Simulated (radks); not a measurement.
Q: Tl5+, configuration [Xe] 4f14 5d8 (the NIST ground configuration). Calculated with a radial shooting solver on a logarithmic mesh with Libxc functionals: Dirac Kohn-Sham, LDA (Slater exchange, Perdew-Wang correlation), spin-unpolarised, spherical densities, point nucleus; open shells fill j = l - 1/2 first. Some entries of the table are withheld. Estimate them.

orbital,occ.,eigenvalue (eV),<r^2> (bohr^2),r(max) (bohr)
1s1/2,2,-85488.10,0.0003691,(1)
2s1/2,2,-15262.89,0.005552,0.05838
2p1/2,2,(2),0.003914,0.04280
2p3/2,4,(3),0.005098,0.05041
3s1/2,2,-3691.573,0.03602,0.1643
3p1/2,2,-3417.679,0.03276,0.1531
3p3/2,4,-2958.923,0.03913,0.1685
3d3/2,4,-2506.205,0.02988,0.1309
3d5/2,6,-2408.173,0.03161,0.1351
4s1/2,2,(4),0.1734,0.3695
4p1/2,2,-755.3444,0.1761,0.3671
4p3/2,4,-643.5229,0.2080,0.3987
4d3/2,4,-450.9213,0.2172,0.3903
4d5/2,6,-430.0553,0.2283,0.3999
5s1/2,2,-194.3937,0.8512,0.8065
4f5/2,6,-181.0700,(5),0.3551
4f7/2,8,-176.4566,(6),0.3596
5p1/2,2,(7),(8),0.8463
5p3/2,4,(9),(10),0.9230
5d3/2,4,-77.1465,1.764,1.070
5d5/2,4,-74.5045,1.864,1.100

A: 
(1) 1s1/2 r(max) (bohr): 0.01003
(2) 2p1/2 eigenvalue (eV): -14655.89
(3) 2p3/2 eigenvalue (eV): -12592.06
(4) 4s1/2 eigenvalue (eV): -873.2496
(5) 4f5/2 <r^2> (bohr^2): 0.2583
(6) 4f7/2 <r^2> (bohr^2): 0.2655
(7) 5p1/2 eigenvalue (eV): -154.3297
(8) 5p1/2 <r^2> (bohr^2): 0.9754
(9) 5p3/2 eigenvalue (eV): -133.3234
(10) 5p3/2 <r^2> (bohr^2): 1.167
